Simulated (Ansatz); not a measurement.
Dissociation curve of CH (cation, charge +1), singlet.

Computed with: RKS-PBE = restricted PBE/aug-cc-pVDZ (Ansatz, a program for electronic structure); RKS-PBE0 = restricted PBE0/aug-cc-pVDZ (Ansatz); UKS-PBE0 = Ansatz with unrestricted PBE0/aug-cc-pVDZ; UKS-PBE = unrestricted PBE/aug-cc-pVDZ run with Ansatz; FCI = full CI/aug-cc-pVDZ, frozen core (Ansatz).

Cost and accuracy over the 23 points of the scan, with FCI as yardstick. Costs are rough ratios of core time within Ansatz on shared cores, each with its mean field (Kohn-Sham runs search longer for lower solutions than correlated ones do); the miss is the largest error against full CI of the curve after the mean shift, in kcal/mol.

Task: Which is the cheapest of these levels that stays within 13 kcal/mol of FCI?

Result: RKS-PBE.

```csv
level,relative cost,largest error
RKS-PBE,1,12.5
RKS-PBE0,1,27.3
UKS-PBE0,5,6.0
UKS-PBE,8,13.8
```

Costs within a factor of two of each other count as equal.

The restricted form behind RKS-PBE, RKS-PBE0 keeps the bonding electrons paired and can't separate into open-shell fragments. The unrestricted determinant behind UKS-PBE0, UKS-PBE is spin-contaminated at 0.85 to 4.59 Å (<S²> up to 1.0, against 0.00 for a pure singlet).
